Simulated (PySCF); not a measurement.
Calculation: PySCF 2.14.0 with PBE0-D4/def2-TZVP. Gas-phase values, no solvent. One relaxed conformer stands for a flexible species; it need not be the lowest. Excitations are Tamm–Dancoff values on a coarser integration grid. The basis has no diffuse functions, so Rydberg states are missing or too high.

Reference species (SMILES): `[C-]#[N+][SiH2]Cl` (neutral, multiplicity 1).

| Item | Value |
|---|---|
| LUMO | -0.97 eV |
| T1 excitation (TDA) | 5.10 eV |

Changed species: `NC(=O)[SiH2]Cl` (O–C–Si–Cl torsion 180°) (X = carbamoyl; the reference has X = isocyano).

### Question
Predict the effect on the LUMO and T1 excitation (TDA).

### Answer
the LUMO rises by 0.45 eV, to -0.52 eV; the T1 excitation (TDA) falls by 0.93 eV, to 4.17 eV.
